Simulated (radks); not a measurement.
The numbers below are computed, except where a source is named.
Problem. Coherent X-ray form factor from a spherical all-electron density. Level of theory: scalar-relativistic Kohn-Sham, PBE, spin-unpolarised, spherical densities, point nucleus (a radial shooting solver on a logarithmic mesh with Libxc functionals).

sin(theta)/lambda (1/angstrom),f0 (electrons)
0.05,60.994
0.1,58.470
0.15,55.246
0.2,51.796
0.25,48.353
0.3,45.077
0.4,39.350
0.5,34.705
0.6,30.853
0.8,24.796
1,20.572
1.25,17.225
1.5,14.981
2,11.307

The species is in the configuration that NIST lists as its ground one. Which atom or ion scatters so?

Solution. The europium ion Eu+, [Xe] 4f7 6s1. Extrapolating in s^2 from the first two rows gives f0(0) = 61.8, near the electron count 62; among species with that count, the fall with angle is slower the higher Z, and the table is that of Z = 63; from so few rows the species is fixed only to a neighbour or two.
